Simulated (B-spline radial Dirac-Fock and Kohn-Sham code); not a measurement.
## Muonic isotope shifts in silver

Calculated with an atomic code on a B-spline grid, using the Dirac equation of a negative muon with reduced mass in the field of a spherical finite nucleus, with the Uehling potential to all orders; nuclear polarisation, deformation, hyperfine structure, self-energy, higher-order vacuum polarisation, relativistic recoil and electron screening are left out. Nuclear charge: Fermi distribution (skin thickness 2.3 fm); radii from Angeli and Marinova (2013). Reference ¹⁰³Ag, radius 4.5036 fm: 2p3/2 → 1s1/2 3197 keV, 3d5/2 → 2p3/2 869.3 keV.

```csv
A,radius (fm),δ⟨r²⟩ (fm²),shift 2p3/2 → 1s (keV),shift 3d5/2 → 2p3/2 (keV)
97,4.4202,-0.744,+28.91,+0.41
98,4.4518,-0.464,+17.89,+0.25
99,4.463,-0.364,+14.01,+0.19
100,4.4719,-0.285,+10.94,+0.15
101,4.4799,-0.213,+8.18,+0.12
104,4.5119,+0.075,-2.85,-0.04
105,4.5269,+0.210,-8.01,-0.12
107,4.5454,+0.378,-14.35,-0.21
109,4.5638,+0.546,-20.64,-0.30
```
